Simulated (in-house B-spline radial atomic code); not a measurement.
# Ionising Cr8+ with different functionals

Computed with a B-spline radial code for spherical atoms: scalar-relativistic (spin-free X2C) Hamiltonian, Fermi nucleus of rms radius 3.6452 fm, spin-polarised at highest spin, spherical fractional occupations for the functionals, the average over the highest-spin determinants for Hartree-Fock. The ionisation energy is the difference of two self-consistent energies, [Ne] 3s2 3p4 → [Ne] 3s2 3p3, without Breit or QED terms; ε is the level of the shell that loses the electron (its least bound occupied spin orbital).

Hybrids are left out here: with spherical fractional occupations of an open shell their exact exchange keeps a self-interaction that integer-occupation calculations don't have.

```
           method          rung  ΔSCF (eV)  -ε(3p) (eV)
     Hartree-Fock  Hartree-Fock     207.44       208.22
         LDA VWN5           LDA     209.61       197.20
         LDA PW92           LDA     209.60       197.19
LDA exchange-only           LDA     206.96       194.76
              PBE           GGA     209.18       196.93
           PBEsol           GGA     209.08       196.84
             BLYP           GGA     209.21       196.82
             RPBE           GGA     209.02       196.85
             PW91           GGA     209.40       197.13
             BP86           GGA     209.48       197.16
             AM05           GGA     209.12       196.87
             OLYP           GGA     209.04       197.02
             TPSS      meta-GGA     209.03       196.95
             SCAN      meta-GGA     208.56       196.82
           r2SCAN      meta-GGA     208.50       196.75
          revTPSS      meta-GGA     208.83       196.79
```

(1) How do they compare with the NIST value?

Answers

(1) NIST lists 209.5 eV ± 0.3 (semi-empirical, ground level to ground level). Errors run from -2.54 to +0.11 eV; BP86 is closest (-0.02 eV), though others lie within the uncertainty of it, and part of that can be cancellation, since the calculations leave out spin-orbit coupling, Breit-QED terms, multiplet and fine-structure energies. Hartree-Fock also lacks correlation.
